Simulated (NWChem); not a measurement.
# BeSiH3OCl; SMILES [SiH3][O][Be][Cl]

```xyz
7

Be    -0.0326     0.7982     0.0038
Cl    -0.0698     2.6084     0.0168
O     -0.0043    -0.6101    -0.0062
Si     0.0315    -2.2629    -0.0146
H     -0.8327    -2.7822    -1.1156
H     -0.4710    -2.7862     1.2902
H      1.4315    -2.7362    -0.2260
```
Atoms are numbered in this order, from 1.

Geometry: optimised at PBE0/def2-SVP.

Question: Give the principal values of the shielding tensors (ppm) of Be1, Cl2, O3, Si4 from LDA (Slater exchange, VWN5)/pcSseg-1, GIAO (NWChem), with their diamagnetic and paramagnetic parts as GIAO splits them.

Answer: 
```tsv
atom	σ11	σ22	σ33	isotropic	diamagnetic	paramagnetic
Be1	67.2	67.2	165.4	99.9	149.6	-49.7
Cl2	935.0	935.0	1145.1	1005.0	1148.4	-143.3
O3	272.2	272.3	342.9	295.8	394.3	-98.5
Si4	301.4	301.5	449.8	350.9	880.7	-529.7
```
